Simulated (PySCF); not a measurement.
A structure optimised at PBE-D3(BJ)/def2-SVP, used in a PySCF frequency run:

```xyz
7

O     -0.6807     1.0758     0.8705
S      0.0000     0.0000    -0.1717
O      1.1239     0.6452    -0.8417
O     -1.1239    -0.6452    -0.8417
O      0.6807    -1.0758     0.8705
H      0.0338     1.6919     1.1433
H     -0.0338    -1.6919     1.1433
```

Q: Write its SMILES, formula and point group.

A: O=S(=O)(O)O, H2O4S, C2

Q: What are its rotational constants (standard atomic weights)?

A: 4.7823, 4.7418, 4.5381 GHz
